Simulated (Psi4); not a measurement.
C$_{2}$H$_{3}$O (SMILES C[C]=O), doublet, at a GFN2-xTB geometry; Psi4 with CISD/def2-SVP.

Psi4 was given this input:
```
memory 2 GB

molecule mol {
0 2
C    -0.982806   -0.640317    0.009182
C     0.008928    0.456806    0.003562
H    -0.514694   -1.629554   -0.005653
H    -1.602347   -0.538696    0.898221
H    -1.628027   -0.524487   -0.859623
O     1.198543    0.474226   -0.013676
}

set {
  basis def2-svp
  reference uhf
}

energy('cisd')
print_variables()
```

It wrote (shortened):

```
Traceback (most recent call last):
  File "psi4", line 375, in <module>
  File "<string>", line 27, in <module>
  File "site-packages/psi4/driver/driver.py", line 461, in energy
  File "site-packages/psi4/driver/task_planner.py", line 255, in task_planner
  File "site-packages/psi4/driver/driver_util.py", line 222, in negotiate_derivative_type
  File "site-packages/psi4/driver/driver_util.py", line 355, in highest_analytic_derivative_available

psi4.driver.p4util.exceptions.MissingMethodError: Method=cisd is not available for any derivative level under conditions CI_TYPE=CONV, REFERENCE=UHF, FREEZE_CORE=FALSE, QC_MODULE=(auto). See https://psicode.org/psi4manual/master/introduction.html#ss-cisd. Or did you mean? ccd ccsd cisdt cisdtq qcisd lccsd ci2 ci3 ci4 ci5 ci6 ci7 ci8 ci9 ci10 ci11 ci12 ci13 ci14 ci15 ci16 ci17 ci18 ci19 ci20 ci21 ci22 ci23 ci24 ci25 ci26 ci27 ci28 ci29 ci30 ci31 ci32 ci33 ci34 ci35 ci36 ci37 ci38 ci39 ci40 ci41 ci42 ci43 ci44 ci45 ci46 ci47 ci48 ci49 ci50 ci51 ci52 ci53 ci54 ci55 ci56 ci57 ci58 ci59 ci60 ci61 ci62 ci63 ci64 ci65 ci66 ci67 ci68 ci69 ci70 ci71 ci72 ci73 ci74 ci75 ci76 ci77 ci78 ci79 ci80 ci81 ci82 ci83 ci84 ci85 ci86 ci87 ci88 ci89 ci90 ci91 ci92 ci93 ci94 ci95 ci96 ci97 ci98

Printing out the relevant lines from the Psithon --> Python processed input file:
    O     1.198543    0.474226   -0.013676
    ""","mol")
    core.IO.set_default_namespace("mol")
    core.set_global_option("BASIS", "def2-svp")
    core.set_global_option("REFERENCE", "uhf")
--> energy('cisd')
    print_variables()

!----------------------------------------------------------------------------------!
!                                                                                  !
!  Method=cisd is not available for any derivative level under conditions          !
!     CI_TYPE=CONV, REFERENCE=UHF, FREEZE_CORE=FALSE, QC_MODULE=(auto). See        !
!     https://psicode.org/psi4manual/master/introduction.html#ss-cisd. Or did you  !
!     mean? ccd ccsd cisdt cisdtq qcisd lccsd ci2 ci3 ci4 ci5 ci6 ci7 ci8 ci9 ci10 !
!     ci11 ci12 ci13 ci14 ci15 ci16 ci17 ci18 ci19 ci20 ci21 ci22 ci23 ci24 ci25   !
!     ci26 ci27 ci28 ci29 ci30 ci31 ci32 ci33 ci34 ci35 ci36 ci37 ci38 ci39 ci40   !
!     ci41 ci42 ci43 ci44 ci45 ci46 ci47 ci48 ci49 ci50 ci51 ci52 ci53 ci54 ci55   !
!     ci56 ci57 ci58 ci59 ci60 ci61 ci62 ci63 ci64 ci65 ci66 ci67 ci68 ci69 ci70   !
!     ci71 ci72 ci73 ci74 ci75 ci76 ci77 ci78 ci79 ci80 ci81 ci82 ci83 ci84 ci85   !
!     ci86 ci87 ci88 ci89 ci90 ci91 ci92 ci93 ci94 ci95 ci96 ci97 ci98             !
!                                                                                  !
!----------------------------------------------------------------------------------!
```

The input was rejected before any calculation.
